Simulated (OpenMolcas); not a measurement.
# What dynamic correlation does to the levels of Sn²⁺

```
Program             : OpenMolcas
Basis               : ANO-R2 [7s6p4d2f1g]
Scalar Hamiltonian  : X2C, finite nucleus
Active space        : 2 electrons in 4 orbitals (5s 5p)
State averaging     : 2S+1 = 3 even, 3 roots; 2S+1 = 1 even, 7 roots; 2S+1 = 3 odd, 3 roots; 2S+1 = 1 odd, 3 roots
Spin-orbit coupling : RASSI with atomic mean-field integrals over the reference wave functions, term energies averaged over their components
```

Methods on the same reference wave functions:
A. CASSCF
B. SS-CASPT2, IPEA 0.25 Eh, imaginary shift 0.1 Eh (closed shells correlated: 4d)
C. MS-CASPT2, IPEA 0.25 Eh, imaginary shift 0.1 Eh (closed shells correlated: 4d)

Energies in cm⁻¹ above 5s² ¹S₀, the measured ground level; measured values from Moore, Atomic Energy Levels, vol. III, NSRDS-NBS 35 (1971 reprint of NBS Circular 467, 1958).

| Level | A | B | C | Measured |
| --- | --- | --- | --- | --- |
| 5s² ¹S₀ | 0.0 | 0.0 | 0.0 | 0.0 |
| 5s 5p ³P°₀ | 48701 | 53190 | 53820 | 53548 |
| 5s 5p ³P°₁ | 50155 | 54600 | 55220 | 55196 |
| 5s 5p ³P°₂ | 53378 | 57870 | 58490 | 59229 |
| 5s 5p ¹P°₁ | 85457 | 78800 | 79420 | 79911 |
| 5p² ³P₀ | 123244 | 126880 | 127500 | 127308 |
| 5p² ³P₁ | 125242 | 129070 | 129700 | 130120 |
| 5p² ³P₂ [64 %] | 127704 | 130470 | 131090 | 134567 |
| 5p² ¹D₂ [64 %] | 136803 | 134850 | 135470 | 128205 |
| 5p² ¹S₀ | 156900 | 151620 | 152860 |  |

Deviations, from unrounded energies. A percentage is the sum of absolute deviations over the sum of measured energies, with the sign that they share, or ± where signs differ.

```csv
Against measurement,Levels,A,B,C
mean absolute deviation (cm-1),8,5700,2000,1600
other configurations (%),8,±5.9,±2.0,±1.7
```

C lies closest to measurement on these levels and A furthest from it. The largest miss of C in the table is 5p² ¹D₂ [64 %], by +7300 cm-1. The ranking rests on the paired levels alone, and a cruder setting can come out closer through cancelling errors.

Between B and C the level of the table that moves most is 5p² ¹S₀, by 1200 cm-1 (lowest in B, highest in C). Moves below CASPT2's spread within the term are not significant.

The lowest spin-free term lies below A's lowest term by 0.430 hartree in B, 0.433 hartree in C.

CASPT2 breaks the degeneracy within a term, and the mean is taken; among the terms shown or strongly mixed into the levels shown the widest spread is 15 cm-1 (5p² ¹D, C). Some levels mix across a computed gap that differs much from the measured one, so their mixing is not that of the real levels. The ¹D term of p² mixes with s d, which this space lacks. Computed and measured levels are paired by configuration, term and J; levels that our copy of the source lacks, or whose pairing is in doubt (as where it misses far off the trend of its configuration), stay unpaired and out of the deviations. Only configurations of the active space appear.

A share in square brackets marks a mixed level and gives the weight of the term that names it, the lowest over the columns. ° marks odd parity.
